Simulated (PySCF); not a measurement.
PySCF input for ClH10NO2Si4, SMILES [SiH3]N[Si](Cl)(O[SiH3])O[SiH3], PBE0/pcSseg-1. The structure is a stationary point at r2SCAN-D4/def2-SVP. Other conformers were not sampled.

```python
import numpy as np
from pyscf import gto, scf, dft
from pyscf.prop.nmr import rks as nmr

mol = gto.M(
    atom='''
    Si   -2.27411648   -2.03873085    0.70709727
    N    -0.54699151   -1.76508629    0.56135215
    Si    0.17402053   -0.29360903    0.10395543
    Cl    0.94013048   -0.30544297   -1.83523130
    O     1.43733106    0.08631594    1.07512749
    Si    2.91657147    0.86373996    1.00216849
    O    -1.02533503    0.82469346    0.13726423
    Si   -1.65307644    2.08243677   -0.76976302
    H    -2.46375623   -3.51065115    0.86096202
    H    -2.98623535   -1.56756119   -0.51634358
    H    -2.87373999   -1.35085849    1.88894463
    H     0.06603686   -2.53734452    0.81068653
    H     2.78253391    2.16804764    0.29098101
    H     3.90886663    0.00637076    0.29396396
    H     3.36222482    1.09718236    2.40199669
    H    -2.74344033    2.69980913    0.03154382
    H    -0.59243398    3.09463028   -1.04315274
    H    -2.19688980    1.56671818   -2.05766371
    ''',
    basis='pcSseg-1',
    charge=0,
    spin=0,
    max_memory=1600,
    verbose=3,
)
mf = dft.RKS(mol, xc='pbe0').density_fit(auxbasis='def2-universal-jkfit')
mf.grids.level = 3
mf.conv_tol = 1e-10
mf.max_cycle = 100
mf.kernel()
n = nmr.NMR(mf)
n.verbose = 2
n.max_cycle_cphf = 60
sigma = n.kernel()
print('atom   isotropic/ppm   span/ppm')
for i, s in enumerate(sigma):
    w = np.linalg.eigvalsh((s + s.T) / 2)
    print(f'{mol.atom_symbol(i):2s}{i + 1:3d} {w.mean():14.3f} {w[2] - w[0]:11.3f}')
```

Program output:

```
converged SCF energy = -1828.70195868235
atom   isotropic/ppm   span/ppm
Si  1        404.975     102.038
N   2        238.818      73.512
Si  3        408.011      56.660
Cl  4        874.267     245.733
O   5        263.875      90.080
Si  6        386.431     113.170
O   7        274.406      86.591
Si  8        385.835     112.649
H   9         26.751       9.161
H  10         26.637       8.195
H  11         26.601       9.100
H  12         30.704      20.066
H  13         26.186       8.489
H  14         26.265       8.807
H  15         26.364       9.044
H  16         26.337       8.879
H  17         26.178       8.712
H  18         26.172       8.337
```

The run converged.
